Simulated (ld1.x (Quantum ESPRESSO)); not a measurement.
# Before and after: TM potential for bromine

```json
{"Element": "bromine", "Generator": "ld1.x (Quantum ESPRESSO) 7.5", "Type": "norm-conserving Troullier–Martins (Kleinman–Bylander form)", "Functional": "PW91", "Relativity": "fully relativistic", "Frozen core": "[Ar] 3d10", "Valence charge": "7", "Reference configuration": "4s2 4p5", "Partial waves": "4p (bound): rc 1.75 bohr; 4s (bound): rc 1.00 bohr", "Local potential": "the s channel", "Core correction": "a·sin(br)/r model core inside 0.50 bohr"}
```

Open shells are filled in proportion to 2j + 1 (rel_dist='average').

Change: scalar-relativistic.

Cutoffs: the cutoffs (Ry, on a coarse ladder) from which the occupation-weighted sum of valence levels, in a spherical-Bessel basis at the reference potential, stays within 10 and 1 mRy of its value at 400 Ry; they do not see the model core or the augmentation charge, which bear on the density cutoff. Errors are all-electron minus pseudo energies relative to the spin-unpolarised reference configuration.

**Question.** Predict the effect on cutoff, ghosts and configuration errors.

**Answer.** Both files keep a bound ghost (p); of the 7 tests that both files solve, the error grows in 0 and shrinks in 7 by more than 15 % and 0.3 meV (median size 77.8 → 39.3 meV).

```csv
quantity,base,changed
"cutoff, loose",200 Ry,200 Ry
"cutoff, tight",over 300 Ry,over 300 Ry
loose cutoff by channel (10 mRy a level),"p 10 Ry, s 90 Ry","p 8 Ry, s 90 Ry"
bound ghosts,"p3/2, p1/2",p
"error for 4s2 4p4, meV [ΔE 12.62 → 12.61 eV]",-20,-9.8
"error for 4s2 4p3, meV [ΔE 35.45 → 35.44 eV]",-78,-39
"error for 4s2 4p2, meV [ΔE 69.54 → 69.52 eV]",-141,-78
"error for 4s2 4p1, meV [ΔE 115.69 → 115.66 eV]",-138,-87
"error for 4s1 4p5, meV [ΔE 25.63 eV]",-98,-55
"error for 4s2 4p5.3, meV [ΔE -1.98 eV]",-1.4,-0.1
"error for 4s2 4p4.5, meV [ΔE 5.10 eV]",-4.7,-2.6
s: phases at 1.89 bohr within 0.05 rad from the reference energy up to (Ry; the scan ends near 5),0.7,0.7
```

 A true bound ghost makes a file unfit for plane-wave use even where its test errors are small: the radial tests pick states by their node count and pass the ghost by.
